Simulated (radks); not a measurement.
Species: F+. Configuration: [He] 2s2 2p4 (the NIST ground configuration). Calculated with a radial shooting solver on a logarithmic mesh with Libxc functionals: scalar-relativistic Kohn-Sham, PBE, spin-unpolarised, spherical densities, finite nucleus; Fermi nuclear charge, rms radius 2.8976 fm.

Local quantities along the radius. ELF = 1/(1 + alpha^2) is the electron localisation function; alpha = (tau - tau_W)/tau_unif compares the Pauli kinetic energy density with that of the uniform gas. tau is taken from the large components.

r (bohr),ELF,alpha
0.01031,1.000,0.004314
0.01269,1.000,0.004564
0.01562,1.000,0.004898
0.01923,1.000,0.005348
0.02368,1.000,0.005967
0.02892,1.000,0.006795
0.03561,1.000,0.008031
0.04384,1.000,0.009880
0.05398,1.000,0.01277
0.06646,1.000,0.01756
0.08183,0.999,0.02603
0.09995,0.998,0.04144
0.1231,0.994,0.07481
0.1515,0.977,0.1529
0.1865,0.889,0.3542
0.2297,0.562,0.8828
0.2805,0.214,1.914
0.3454,0.123,2.675
0.4252,0.222,1.872
0.5236,0.526,0.9498
0.6446,0.762,0.5596
0.7873,0.841,0.4341
0.9694,0.854,0.4130
1.193,0.819,0.4697
1.469,0.715,0.6316
1.809,0.498,1.004
2.21,0.229,1.836
2.721,0.057,4.082
3.35,0.008,11.09

On this mesh the ELF has minima near r = 0.35 bohr, which separate the shells, and maxima near 0.97 (0.85).

Self-consistent cycle (total energy in hartree, residual of the potential): 1: -98.763202, 2e+00; 2: -98.940561, 9e-01; 3: -99.029895, 1e-01; 4: -99.030735, 8e-02; 5: -99.031717, 2e-02; 6: -99.031780, 1e-04; 7: -99.031780, 1e-05; 8: -99.031780, 3e-06; 9: -99.031780, 1e-06; 10: -99.031780, 5e-07; 11: -99.031780, 2e-07; 12: -99.031780, 2e-08; 13: -99.031780, 1e-09.
